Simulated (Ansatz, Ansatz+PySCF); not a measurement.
```xyz
2

P     0.0000    0.0000    0.0000
O     0.0000    0.0000    1.7000
```

Basis set: STO-3G (spherical functions). Frozen core: 6 orbitals. Correlation on ROHF uses semicanonical orbitals with singles. Charge 0, multiplicity 2.

Computed with Ansatz (development build ahead of 0.2.0); the reference of a correlated method needn't be the lowest determinant of its kind.

Give the atomization energy at this shape (free ground-state atoms in the same class of orbitals less the molecule, no zero-point energy) of doublet PO by UHF-CCSD(T), ROHF-CCSD(T).

| method | atomization energy |
| --- | --- |
| UHF-CCSD(T) | 3.50 eV |
| ROHF-CCSD(T) | 3.44 eV |

Caution: large amplitudes, a single reference is doubtful; the reference determinant was not shown to be the lowest; the shape is not the minimum. Caution for UHF-CCSD(T): a plain start can end on a higher determinant; the unrestricted determinant is a mixture of spin states. Caution for ROHF-CCSD(T): an unrestricted determinant lies well below; another reference gives a lower total; the program doubts this total.

This basis has no polarisation functions and is too small for such energies, which can lie far from measured ones in either direction.
